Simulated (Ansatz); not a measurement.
**Worked example: vertical ionisation energy of CSeO (carbonyl selenide)**

The species is CSeO (3 atoms), meant as a singlet with charge 0. SMILES: `O=C=[Se]`. The coordinates come from a PBE0-D4/def2-TZVP relaxation.

```xyz
3

O    -0.8200    0.9949   -0.3465
C    -0.1141    0.1385   -0.0482
Se    0.9341   -1.1334    0.3947
```

Both states at this one shape; open shells run unrestricted unless said. 1 Eh = 27.2114 eV.

| level | program | singlet CSeO (Eh) | doublet CSeO+ (Eh) |
| --- | --- | --- | --- |
| r2SCAN/def2-TZVP | Ansatz | -2514.878258 | -2514.489484 |
| FCI/STO-3G, 11 core orbitals frozen | Ansatz | -2484.976193 | -2484.714657 |

**Question.** Work out the vertical ionisation energy at each level.

**Answer.** 
1. r2SCAN/def2-TZVP: -2514.489484 − (-2514.878258) = 0.388774 Eh = 10.58 eV.
2. FCI/STO-3G: -2484.714657 − (-2484.976193) = 0.261536 Eh = 7.12 eV.

No measured value is set beside it here; the levels span 7.12 to 10.58 eV. Spin-orbit coupling, which splits open shells on such heavy atoms by tenths of an eV, is left out. Minimal sets are far from the basis-set limit. All-electron rows are non-relativistic unless named. The second state is spin-contaminated at FCI/STO-3G (⟨S²⟩ = 0.92).
